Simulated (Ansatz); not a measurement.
`CNC[AsH2]` + `C[SiH2]C` → `C[SiH2]C[AsH2]` + dimethylamine  (formal exchange of groups at the As–C bond)

Computed with Ansatz on PBE0-D4/def2-TZVP structures; ΔE is electronic, products minus reactants. CCSD(T)/CBS is the MP2 limit (def2-TZVPP, def2-QZVPP) plus CCSD(T) − MP2 in def2-TZVPP, frozen cores. Functionals use def2-TZVPP. For As outer-core shells are correlated without core-valence functions, which leaves a few kJ/mol of doubt a bond. Scalar relativity is left out up to krypton. One conformer a species, not always the lowest.

```json
{"level": "ωB97X-V", "ΔE (kcal/mol)": "0.1"}
{"level": "ωB97M-V", "ΔE (kcal/mol)": "0.2"}
{"level": "PBE0", "ΔE (kcal/mol)": "0.5"}
{"level": "HF/def2-QZVPP", "ΔE (kcal/mol)": "-0.3"}
```

(1) What does CCSD(T)/CBS give? (Best estimate.)

Largest T1 diagnostic among the species: 0.011.

## Answers

(1) The calculation gave: -0.1 kcal/mol. The listed levels differ from it by 0.2, 0.3, 0.6, -0.2 kcal/mol.

The D4 term adds −0.9 kcal/mol with B3LYP and −0.5 kcal/mol with PBE0; it sums over pairs of atoms, weighted by their polarisabilities, and B3LYP, whose exchange is more repulsive, gets the larger term.

B3LYP here is the variant with VWN-RPA as its local correlation; programs differ in this.
